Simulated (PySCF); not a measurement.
Ge(H)(Cl)(Vi)2, SMILES C=[CH][GeH]([Cl])[CH]=C (C₄H₇ClGe), CAM-B3LYP/def2-SVP optimised geometry.

```
13

Ge    -0.28    -0.69     0.00
Cl     1.90    -0.69     0.00
C     -0.82     1.16     0.00
C      0.03     2.19    -0.01
C     -0.89    -1.65     1.56
C     -1.60    -2.77     1.48
H     -0.73    -1.45    -1.26
H     -1.90     1.36     0.02
H      1.11     2.03    -0.03
H     -0.32     3.23     0.00
H     -0.65    -1.24     2.55
H     -1.96    -3.30     2.37
H     -1.86    -3.23     0.51
```

Density from CAM-B3LYP/def2-TZVP (PySCF) at that geometry.

Minimum of the electron density along straight lines between bonded atoms, close to the bond critical point (lines longer than 1.1 times the sum of covalent radii, or with two minima, are not listed):

```
bond     length / Å  ρ at the minimum / e bohr⁻³  ∇²ρ there / e bohr⁻⁵  position (fraction from the first atom)
-------  ----------  ---------------------------  --------------------  ---------------------------------------
Ge1–Cl2       2.179                          ___                   ___                                     0.43
Ge1–C3        1.935                        0.134                  0.11                                     0.47
C3–C4         1.332                        0.353                 -1.08                                     0.50
Ge1–C5        1.931                        0.135                  0.11                                     0.47
C5–C6         1.333                        0.352                 -1.08                                     0.50
Ge1–H7        1.536                        0.136                   ___                                     0.59
C3–H8         1.097                        0.275                 -0.95                                     0.65
C4–H9         1.095                        0.281                 -1.00                                     0.65
C4–H10        1.095                        0.279                 -0.98                                     0.65
C5–H11        1.096                        0.277                 -0.96                                     0.65
C6–H12        1.095                        0.279                 -0.99                                     0.65
C6–H13        1.095                        0.279                 -0.98                                     0.65
```

Q: What belongs in the gaps?

A: 
- Ge1–Cl2, ρ at the minimum / e bohr⁻³: 0.099
- Ge1–Cl2, ∇²ρ there / e bohr⁻⁵: 0.15
- Ge1–H7, ∇²ρ there / e bohr⁻⁵: 0.05
